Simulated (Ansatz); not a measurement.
Relaxation of C₂H₇ClFGa (12 atoms, charge 0, multiplicity 1), to a largest force component of 0.03 eV/Å in at most 50 steps.

Computed with RKS PBE0-D4/def2-SVP in Ansatz.

```xyz
12
Properties=species:S:1:pos:R:3
Ga -0.258 -0.850 1.071
C 0.651 1.924 -0.416
C -0.748 -1.893 -0.487
Cl 1.551 -1.065 2.185
H -0.128 1.714 0.311
F -1.279 0.466 1.689
H 0.301 2.693 -1.116
H 0.906 1.019 -0.989
H 1.552 2.277 0.104
H 0.123 -2.453 -0.853
H -1.545 -2.603 -0.220
H -1.124 -1.229 -1.278
```

**Question.** Where does it end, and by what steps?

**Answer.** It converged. The force dipped under the threshold on the way, but the program's further checks kept it going. After 12 steps the energy has fallen by 0.053 eV; H10 moved furthest, 0.46 Å.

| step | energy less start (eV) | largest force component (eV/Å) | accepted |
| --- | --- | --- | --- |
| 0 | 0.0000 | 0.480 | yes |
| 1 | -0.0146 | 0.592 | yes |
| 2 | -0.0351 | 0.360 | yes |
| 3 | -0.0433 | 0.170 | yes |
| 4 | -0.0476 | 0.081 | yes |
| 5 | -0.0499 | 0.075 | yes |
| 6 | -0.0509 | 0.050 | yes |
| 7 | -0.0519 | 0.054 | yes |
| 8 | -0.0524 | 0.053 | yes |
| 9 | -0.0529 | 0.044 | yes |
| 10 | -0.0525 | 0.074 | no |
| 11 | -0.0532 | 0.010 | yes |
| 12 | -0.0534 | 0.018 | yes |

```xyz
12
Properties=species:S:1:pos:R:3
Ga -0.272 -0.680 1.020
C 0.671 1.762 -0.396
C -0.719 -1.775 -0.516
Cl 1.548 -0.771 2.151
H -0.177 1.788 0.306
F -1.466 0.372 1.770
H 0.546 2.586 -1.112
H 0.696 0.821 -0.969
H 1.612 1.879 0.156
H 0.187 -2.056 -1.070
H -1.216 -2.693 -0.165
H -1.411 -1.232 -1.175
```

Run time: 57 s on 4 threads of Arm Neoverse N1 (shared host), peak memory 0.34 GiB.
